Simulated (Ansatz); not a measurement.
The cluster Fe₂O₂⁺. The state is a doublet with charge 1. Geometry PBE0-D4/def2-SVP; atoms count from 1.

Cartesian coordinates in Å:
```
Fe 1.5889 -0.3685 -0.8947
Fe -1.5080 0.3485 0.8487
O 0.2794 -0.2011 0.6780
O -0.3603 0.2211 -0.6321
```

The structure holds 1 bond(s) between oxygen atoms. The charge 1 doublet is spin-contaminated (final ⟨S²⟩ up to 4.68, 0.75 for a pure state). No other spin state of charge 1 was run. The geometry of the doublet was relaxed on an unsound state (⟨S²⟩ 4.68, where a pure state has 0.75). Another isomer (doublet) lies 2.71 eV lower at PBE0-D4/def2-TZVP; other spin states weren't run for this one.

**Question.** Estimate the Mulliken populations from the PBE0/def2-TZVP orbitals of Ansatz.

**Answer.** 
```json
{"atom": "Fe1", "charge (e)": "0.66", "spin (α − β)": "4.82", "d electrons": "6.14"}
{"atom": "Fe2", "charge (e)": "1.14", "spin (α − β)": "-3.55", "d electrons": "6.40"}
{"atom": "O3", "charge (e)": "-0.40", "spin (α − β)": "-0.14", "d electrons": "–"}
{"atom": "O4", "charge (e)": "-0.40", "spin (α − β)": "-0.14", "d electrons": "–"}
```
Mulliken values and Mayer orders depend strongly on the basis.

**Question.** Where does the spin sit?

**Answer.** Summed by element: Fe 1.27, O -0.27, of 1 unpaired in all. Largest on single atoms: Fe1 4.82, Fe2 -3.55, O3 -0.14.

**Question.** And the Mayer bond orders between bonded heavy atoms (over 0.3)?

**Answer.** Fe1–O3 0.30 (2.05 Å); Fe1–O4 0.30 (2.05 Å); Fe2–O3 0.64 (1.88 Å); Fe2–O4 0.64 (1.88 Å); O3–O4 0.75 (1.52 Å).
